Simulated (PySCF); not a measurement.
Unrelated species, one level of theory. The calculation used TDDFT B3LYP/def2-SVPD, vertical, gas phase, core orbitals frozen in the response (PySCF). Geometries: PBE0-D3(BJ)/def2-SVP; one conformer of each isolated species. Triplets are in the Tamm–Dancoff approximation. 'Strongest' means the level of largest summed f among the lowest 10 singlets; it needn't be the same kind of state in each. Atoms past krypton carry core potentials; spin–orbit coupling is left out.

Question: Rank by computed lowest singlet excitation energy, highest first.
A. `CC([SiH2]O)(C)C`
B. `C[CH]([SbH2])C`
C. `CP1CCC([SiH3])=C1[SiH3]`
D. `CCCC[Si](Cl)(Cl)Cl`
E. `C(/C#C)=C/C#C`

Answer: D (7.31 eV), A (6.30 eV), B (5.42 eV), E (4.62 eV), C (4.13 eV).

| SMILES | S1 (eV) | strongest (eV) | f (strongest) | HOMO (eV) | T1 (eV) | S1 mainly |
| --- | --- | --- | --- | --- | --- | --- |
| CCCC[Si](Cl)(Cl)Cl | 7.31 | 7.33 | 0.09 | -8.72 | 6.96 | H-1→L (96%) |
| CC(C)(C)[SiH2]O | 6.30 | 8.12 | 0.19 | -7.44 | 6.12 | H→L (98%) |
| [H][Sb]([H])[CH](C)C | 5.42 | 7.63 | 0.22 | -6.64 | 4.45 | H→L (94%) |
| C#C/C=C\C#C | 4.62 | 4.62 | 0.36 | -6.66 | 2.72 | H→L (93%) |
| CP1CCC([SiH3])=C1[SiH3] | 4.13 | 5.75 | 0.08 | -6.30 | 3.40 | H→L (95%) |

H and L stand for HOMO and LUMO.
